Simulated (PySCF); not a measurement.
C5H12O2P (charge -1).
Atom-mapped SMILES: `[CH3:1][CH:2]([CH3:3])[CH2:4][P@:5]([CH3:6])(=[O:7])[O-:8]` (hydrogens: H9, H10, H11 on C1; H12 on C2; H13, H14, H15 on C3; H16, H17 on C4; H18, H19, H20 on C6)

Method: PySCF 2.14.0, PBE0-D3(BJ)/def2-SVP geometry optimisation, gas phase.

Question: Give the optimised bond lengths and angles.

Answer: 
| bond | length (Å) |
| --- | --- |
| C1–C2 | 1.526 |
| C2–C3 | 1.525 |
| C2–C4 | 1.529 |
| C4–P5 | 1.867 |
| P5–C6 | 1.851 |
| P5=O7 | 1.519 |
| P5–O8 | 1.515 |
| C1–H9, C1–H10, C1–H11 | 1.104 |
| C2–H12 | 1.106 |
| C3–H13, C3–H14, C3–H15 | 1.104 |
| C4–H16 | 1.106 |
| C4–H17 | 1.105 |
| C6–H18, C6–H19, C6–H20 | 1.102 |

Bonds in one row agree within 0.01 Å and their mean is given. A selection of angles:
| angle | degrees |
| --- | --- |
| C2–C1–H9 | 110.3 |
| C2–C1–H10 | 111.6 |
| H9–C1–H10 | 107.6 |
| H10–C1–H11 | 110.1 |
| C1–C2–C3 | 111.5 |
| C1–C2–C4 | 111.0 |
| C1–C2–H12 | 108.0 |
| C3–C2–C4 | 112.3 |
| C3–C2–H12 | 108.4 |
| C4–C2–H12 | 105.3 |
| C2–C3–H13 | 111.7 |
| H13–C3–H14 | 107.4 |
| C2–C4–P5 | 110.9 |
| C2–C4–H16 | 110.7 |
| C2–C4–H17 | 109.7 |
| P5–C4–H16 | 110.3 |
| P5–C4–H17 | 107.3 |
| H16–C4–H17 | 107.8 |
| C4–P5–C6 | 101.6 |
| C4–P5–O7 | 108.8 |
| C4–P5–O8 | 106.5 |
| C6–P5–O7 | 107.4 |
| C6–P5–O8 | 108.3 |
| O7–P5–O8 | 122.3 |
| P5–C6–H18 | 111.5 |
| P5–C6–H20 | 107.1 |
| H18–C6–H19 | 109.9 |
| H19–C6–H20 | 108.4 |

Torsions: C1–C2–C4–P5 -71° (synclinal); C2–C4–P5–C6 -173° (antiperiplanar).

Of the pairs four or more bonds apart, O7···H11 is among the closest relative to their van der Waals radii: 2.27 Å, 83 % of the sum of Bondi's values. All 3 C–C bonds measure 1.525 to 1.529 Å. P5 (phosphoryl phosphorus) is distorted tetrahedral (angles from 101.6° to 122.3°).

Point group: C1 (no symmetry element, even within 0.4 Å). No PBE0-D3(BJ)/def2-SVP frequencies stand behind this structure, so it isn't proved a minimum.

One conformer stands for the species.
